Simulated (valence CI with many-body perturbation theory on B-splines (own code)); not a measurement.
## Valence orbitals of Ir⁶²⁺

Method: configuration interaction combined with many-body perturbation theory (CI+MBPT): five valence electrons over a frozen Dirac-Fock core [Ne], a basis of 9 s, 9 p, 8 d, 6 f, 3 g, 1 h functions for each j, with the one-electron correlation potential Σ1 (screened to all orders), the two-electron term Σ2, the three-electron term Σ3, Breit, model QED; selected single and double excitations, second order for the rest (own B-spline code, finite nucleus).

No measured spectrum was set against this ion. As an estimate, large intervals hold to a few tenths of a per cent, small ones and those within an open d or f shell to about a per cent. Among the levels kept, up to 640 cm⁻¹ of a level comes from second order outside the variational space, and about a tenth of that is noise between levels of different J, which matters for small intervals.

These are the spectroscopic orbitals of the CI (the correlating ones are not listed), shaped by the core and the other valence electrons. h is the expectation value of the core's Dirac-Fock operator, without the valence repulsion; Σ1 is computed up to l = 3 at one energy for each symmetry, that of its lowest orbital but kept below the first core excitation, so for empty shells it is not the orbital's own correlation shift; Breit and QED include the response of the core.

```csv
Orbital,h (hartree),Σ1 (cm⁻¹),Breit (cm⁻¹),QED (cm⁻¹),⟨r⟩ (bohr)
3s1/2,-288.9,-7496,54359,46314,0.1761
4s1/2,-156.89,-2515,20893,18441,0.3278
5s1/2,-98.224,-1152,9914,8993,0.5283
6s1/2,-67.202,-629,5533,5056,0.7758
3p1/2,-282.61,-9829,91328,3601,0.1653
4p1/2,-154.26,-3240,35243,1453,0.3194
5p1/2,-96.908,-1490,16894,720,0.5217
6p1/2,-66.452,-816,9470,408,0.7712
3p3/2,-265.84,-8091,48600,7173,0.1773
4p3/2,-147.4,-2804,18973,2900,0.3355
5p3/2,-93.462,-1317,10263,1444,0.5419
6p3/2,-64.485,-730,5799,822,0.7954
3d3/2,-258.53,-10261,41382,-1130,0.1514
4d3/2,-144.59,-2901,14976,-334,0.3127
5d3/2,-92.078,-1297,7117,-145,0.5215
3d5/2,-254.68,-8816,19813,884,0.1550
4d5/2,-142.93,-2480,7057,475,0.3172
5d5/2,-91.23,-1110,3462,261,0.5270
4f5/2,-141.42,-2428,1498,-246,0.2763
5f5/2,-90.473,-1182,1022,-129,0.4880
4f7/2,-140.71,-2271,463,131,0.2785
5f7/2,-90.104,-1099,312,64.0,0.4906
5g7/2,-89.929,,33.2,-61.2,0.4317
5g9/2,-89.716,,7.3,46.6,0.4333
```

Among the shells of the start configuration 3s2 3p3, Σ1 is largest in size for 3p1/2, where it is 0.016 % of h.

Lowest root of each symmetry, sizes in configuration state functions:

```json
{"J": "1/2", "Parity": "even", "Roots": "6", "Reference": "44", "Variational": "39999", "Second order": "174489", "Change by selected CI (cm⁻¹)": "-19535", "Change by second order (cm⁻¹)": "-16"}
{"J": "3/2", "Parity": "even", "Roots": "9", "Reference": "71", "Variational": "40000", "Second order": "334358", "Change by selected CI (cm⁻¹)": "-24884", "Change by second order (cm⁻¹)": "-88"}
{"J": "5/2", "Parity": "even", "Roots": "8", "Reference": "74", "Variational": "39999", "Second order": "482477", "Change by selected CI (cm⁻¹)": "-25544", "Change by second order (cm⁻¹)": "-165"}
{"J": "7/2", "Parity": "even", "Roots": "4", "Reference": "54", "Variational": "39994", "Second order": "374855", "Change by selected CI (cm⁻¹)": "-25202", "Change by second order (cm⁻¹)": "-135"}
{"J": "9/2", "Parity": "even", "Roots": "2", "Reference": "34", "Variational": "38732", "Second order": "331195", "Change by selected CI (cm⁻¹)": "-25474", "Change by second order (cm⁻¹)": "-34"}
{"J": "1/2", "Parity": "odd", "Roots": "7", "Reference": "67", "Variational": "40000", "Second order": "256100", "Change by selected CI (cm⁻¹)": "-19649", "Change by second order (cm⁻¹)": "-37"}
{"J": "3/2", "Parity": "odd", "Roots": "11", "Reference": "110", "Variational": "40000", "Second order": "559096", "Change by selected CI (cm⁻¹)": "-19085", "Change by second order (cm⁻¹)": "-115"}
{"J": "5/2", "Parity": "odd", "Roots": "9", "Reference": "114", "Variational": "39976", "Second order": "639617", "Change by selected CI (cm⁻¹)": "-18777", "Change by second order (cm⁻¹)": "-387"}
{"J": "7/2", "Parity": "odd", "Roots": "6", "Reference": "93", "Variational": "39976", "Second order": "648589", "Change by selected CI (cm⁻¹)": "-21290", "Change by second order (cm⁻¹)": "-439"}
{"J": "9/2", "Parity": "odd", "Roots": "3", "Reference": "57", "Variational": "39992", "Second order": "500461", "Change by selected CI (cm⁻¹)": "-20508", "Change by second order (cm⁻¹)": "-139"}
```
